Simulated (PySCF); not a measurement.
**LiBe at PBE0**

Level: PBE0. Li pcseg-1, Be pcseg-1; no relativity (PySCF 2.14).

```
state                                            : ²Σ⁺ (doublet), unpaired electrons σ ↑
bond length                                      : 2.609 Å
harmonic wavenumber                              : 331 cm⁻¹
force constant                                   : 0.255 mdyn/Å
rotational constant Be                           : 0.6280 cm⁻¹
anharmonicity ωexe                               : 6.28 cm⁻¹
vibration–rotation constant αe                   : 0.0146 cm⁻¹
well depth De to Li + Be                         : 44 kJ/mol
dissociation energy D0                           : 42 kJ/mol
bond order (Mayer)                               : 0.70
dipole moment (positive dipole means Li(−)Be(+)) : -2.70 D
```

The state is the lowest determinant that a PBE0 search found; another state may lie lower at other levels.
